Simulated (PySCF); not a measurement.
```xyz
5
charge 1 multiplicity 1, angstrom
Br    0.0000    0.0000   -0.3533
Cl    2.1446    0.0000    0.1999
Cl    0.0000    2.1446    0.1999
Cl   -2.1446    0.0000    0.1999
Cl    0.0000   -2.1446    0.1999
```

Method: PBE0 in PySCF with Br def2-TZVP, Cl def2-TZVP; no relativity; density-fitted integrals.

This geometry of BrCl₄⁺ is a stationary point at this level.

(1) What is the point group?

(2) Is it a minimum?

(3) List the harmonic modes with their infrared intensities.

(4) What are the dipole moment and the gap between the highest occupied and lowest empty levels?

(5) Give the atomic charges and bond orders.

Results:

(1) C4v.

(2) No: it has 1 imaginary mode, at 37i cm⁻¹ (b1).

(3) 
```
symmetry  ω (cm⁻¹)  IR (km/mol, summed over degenerate members)
      b1       37i                                            –
      a1       200                                          0.3
       e       212                                          4.3
      b2       233                                          0.0
      b1       293                                          0.0
      a1       354                                          0.4
       e       376                                          165
```

(4) 0.39 D about the centre of mass and 2.31 eV.

(5) 
| atom | Mulliken | Löwdin | polar tensor | Mayer order to Br1 |
| --- | --- | --- | --- | --- |
| Br1 | 0.66 | 0.33 | 1.70 | – |
| Cl2,3,4,5 | 0.08 | 0.17 | -0.18 | 0.95 |

Other isomers or separated fragments may lie lower.
